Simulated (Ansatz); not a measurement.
Potential energy curve for Be₂, singlet.

Computed with full CI/cc-pVQZ, frozen core run with Ansatz (a program for electronic structure).

Task: Relative to R = 2.52 Å, what are the energies at R = 3.07, 5.00, 5.49, 7.52 Å?

Result: 1.1 kcal/mol at 3.07 Å, 2.0 kcal/mol at 5.00 Å, 2.1 kcal/mol at 5.49 Å, 2.1 kcal/mol at 7.52 Å.

Also computed but left out beside FCI, since their determinant holds another spin at the minimum (<S²> over 0.7 above the pure value): UHF, UMP2, UHF/3-21G, UHF/6-31G*.
